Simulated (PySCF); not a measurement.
Cd(H)(I), SMILES [CdH][I] (HCdI), B3LYP/def2-SVP optimised geometry.

```
3

Cd    -0.48     0.00     0.00
H     -2.15     0.00     0.00
I      2.15     0.00     0.00
```

Density from B3LYP/def2-TZVP, def2 effective core potentials past Kr in PySCF 2.14.0 at that geometry. The core electrons that the potentials of Cd, I replace are not part of the density.

Minimum of the electron density along straight lines between bonded atoms, close to the bond critical point (lines longer than 1.1 times the sum of covalent radii, or with two minima, are not listed):

| bond | length / Å | ρ at the minimum / e bohr⁻³ | ∇²ρ there / e bohr⁻⁵ | position (fraction from the first atom) |
|---|---|---|---|---|
| Cd1–H2 | 1.672 | 0.112 | ? | 0.65 |
| Cd1–I3 | 2.628 | ? | ? | 0.46 |

Complete the blanks.


- Cd1–H2, ∇²ρ there / e bohr⁻⁵: 0.13
- Cd1–I3, ρ at the minimum / e bohr⁻³: 0.065
- Cd1–I3, ∇²ρ there / e bohr⁻⁵: 0.10
